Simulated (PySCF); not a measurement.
# Germanium: a sound run and one with changed settings

Sound run: Ge [Ar] 3d10 4s2 4p2, Ge⁺ [Ar] 3d10 4s2 4p1. Calculation: PySCF 2.14, in cc-pVDZ-DK; the spin-free X2C one-electron Hamiltonian (Gaussian nucleus). The sound run starts from symmetry-adapted Hartree-Fock orbitals and uses a fine grid where one is needed.

Changed run: radial step 0.3 in ln r (0.13 in the sound run). This setting is unsound on purpose.

```json
{"species": "Ge", "method": "UHF", "sound run (hartree)": "-2096.95882", "changed run (hartree)": "-2096.95882", "converged": "yes"}
{"species": "Ge", "method": "M06-2X", "sound run (hartree)": "-2098.70631", "changed run (hartree)": "-2098.73042", "converged": "yes"}
{"species": "Ge", "method": "M06-L", "sound run (hartree)": "-2098.54689", "changed run (hartree)": "-2098.52417", "converged": "yes"}
{"species": "Ge⁺", "method": "UHF", "sound run (hartree)": "-2096.68676", "changed run (hartree)": "-2096.68676", "converged": "yes"}
{"species": "Ge⁺", "method": "M06-2X", "sound run (hartree)": "-2098.42209", "changed run (hartree)": "-2098.44610", "converged": "yes"}
{"species": "Ge⁺", "method": "M06-L", "sound run (hartree)": "-2098.26569", "changed run (hartree)": "-2098.24392", "converged": "yes"}
```

Ionisation energy of Ge:

```csv
method,sound run (eV),changed run (eV)
UHF,7.403,7.403
M06-2X,7.734,7.737
M06-L,7.652,7.626
```

A coarse radial grid mis-integrates the density and the exchange-correlation energy, with errors of either sign; Hartree-Fock needs no grid.

For comparison, NIST gives 7.899 eV between the lowest levels.
